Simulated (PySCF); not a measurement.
C₄H₉Cl. Atoms are numbered in the order given.

```xyz
14

C     -1.2630    -0.7292    -0.8137
C      0.0000     0.0000    -0.3667
C      0.0000     1.4584    -0.8137
C      1.2630    -0.7292    -0.8137
Cl     0.0000     0.0000     1.4852
H     -1.3055    -0.7537    -1.9156
H     -1.2719    -1.7643    -0.4427
H     -2.1639    -0.2193    -0.4427
H     -0.8920     1.9836    -0.4427
H      0.8920     1.9836    -0.4427
H      0.0000     1.5074    -1.9156
H      1.3055    -0.7537    -1.9156
H      1.2719    -1.7643    -0.4427
H      2.1639    -0.2193    -0.4427
```

Geometry: B3LYP-D3(BJ)/def2-SVP.

Computed with B3LYP-D3(BJ)/def2-SVP (PySCF).

Frequencies are harmonic and unscaled.

Modes within 1.5 cm⁻¹ of each other (mostly degenerate sets) share a row, with their intensities summed.

Q: List the normal modes with their intensities. (Estimate from the structure and the level; the computed values follow.)

A: 
| mode | ν (cm⁻¹) | IR (km/mol) | Raman (Å⁴/amu) | depolarisation | moving atoms (share of kinetic energy) |
|---|---|---|---|---|---|
| 1 | 236 | 0.0 | 0.0 | – | H 100 % |
| 2–3 | 290 | 0.1 | 0.1 | – | H 95 % |
| 4–5 | 299 | 2.4 | 3.1 | 0.75 | C 51 %, H 33 %, Cl 15 % |
| 6 | 371 | 4.7 | 2.2 | 0.44 | Cl 42 %, C 31 %, H 28 % |
| 7–8 | 411 | 1.8 | 0.7 | 0.75 | C 59 %, H 37 % |
| 9 | 571 | 26.3 | 16.1 | 0.21 | C 57 %, H 23 %, Cl 20 % |
| 10 | 821 | 9.3 | 10.0 | 0.52 | C 71 %, H 28 % |
| 11–12 | 934 | 0.1 | 7.3 | 0.75 | H 62 %, C 38 % |
| 13 | 966 | 0.0 | 0.0 | – | H 82 %, C 18 % |
| 14–15 | 1042 | 0.0 | 7.4 | 0.75 | H 68 %, C 32 % |
| 16 | 1172 | 56.1 | 3.0 | 0.61 | C 52 %, H 48 % |
| 17–18 | 1259 | 16.0 | 3.8 | 0.75 | C 67 %, H 33 % |
| 19–20 | 1389 | 23.9 | 7.1 | 0.75 | H 74 %, C 26 % |
| 21 | 1412 | 2.5 | 0.6 | 0.04 | H 80 %, C 20 % |
| 22 | 1441 | 0.0 | 0.0 | – | H 96 % |
| 23–24 | 1457 | 0.4 | 54.0 | 0.75 | H 96 % |
| 25–26 | 1469 | 11.1 | 15.2 | 0.75 | H 94 % |
| 27 | 1489 | 5.8 | 0.0 | – | H 95 % |
| 28–29 | 3029 | 25.2 | 3.9 | 0.75 | H 97 % |
| 30 | 3037 | 22.3 | 367.0 | 0.01 | H 97 % |
| 31–32 | 3114 | 6.7 | 42.4 | 0.75 | H 91 %, C 9 % |
| 33 | 3120 | 37.0 | 167.9 | 0.70 | H 91 %, C 9 % |
| 34 | 3136 | 0.0 | 0.0 | – | H 90 %, C 10 % |
| 35–36 | 3139 | 41.2 | 184.6 | 0.75 | H 90 %, C 10 % |
